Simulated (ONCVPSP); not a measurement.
# Configuration tests for nitrogen (ONCV)

```json
{
 "Element": "N",
 "Generator": "ONCVPSP 4.0.1",
 "Type": "optimised norm-conserving Vanderbilt (ONCV)",
 "Functional": "LDA (Perdew-Wang 92)",
 "Relativity": "scalar-relativistic",
 "Frozen core": "[He]",
 "Valence charge": "5",
 "Reference configuration": "2s2 2p2 (charge +1)",
 "Partial waves": "2s: rc 0.95 bohr, ncon 4, nbas 7, qcut 6.4 1/bohr, local; 2p: rc 1.45 bohr, ncon 3, nbas 7, qcut 7.8 1/bohr, 2 projectors, debl 3.8 Ha; d scattering state at 0.21 Ha: rc 1.15 bohr, ncon 5, nbas 9, qcut 8.2 1/bohr, 2 projectors, debl 3.8 Ha",
 "Local potential": "the s channel",
 "Core correction": "Teter function, fcfact 4.25, rcfact 1.15"
}
```

Energies are relative to the spin-unpolarised reference configuration 2s2 2p2; without spin polarisation the order of configurations can differ from experiment.

```
valence configuration  charge  ΔE all-electron (eV)  error AE − PS (meV)
              2s2 2p3       0               -13.731                  +24
              2s2 2p1      +2                28.972                  +84
              2s1 2p3      +1                11.453                  +20
```

(1) What are ΔE and the potential's error for 2s2 2p0?

Levels in the configuration 2s2 2p3:

```tsv
level	all-electron (eV)	pseudo (eV)
2s	-18.421	-18.406
2p	-7.239	-7.266
```

Results:

(1) ΔE = 76.142 eV all-electron; the error (AE − PS) is +561 meV.
